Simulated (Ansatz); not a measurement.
A structure relaxed at r2SCAN-D4/def2-SVP in Ansatz, charge 0, singlet:

```xyz
5

Mg   -0.758   -0.470   -1.859
Mg    0.432   -0.725    3.079
Te    0.848    0.621    0.618
Te    1.288    1.018   -2.428
Te   -1.811   -0.444    0.591
```

Task: Give its formula.

Result: Mg2Te3.

Task: Summarise the bond lengths by kind (pairs closer than 1.2 times the sum of covalent radii, bridged metal pairs left out).

Result: 4 × Mg–Te 2.59 to 3.15 Å; 2 × Te–Te 2.86 to 3.10 Å.

In the def2 sets Te takes a core potential; there is no spin–orbit coupling. The restricted singlet is unstable towards broken spin symmetry at other levels; at r2SCAN-D4/def2-SVP this wasn't settled. Another isomer (singlet) lies 2.15 eV lower at PBE0-D4/def2-TZVP; other spin states weren't run for this one.
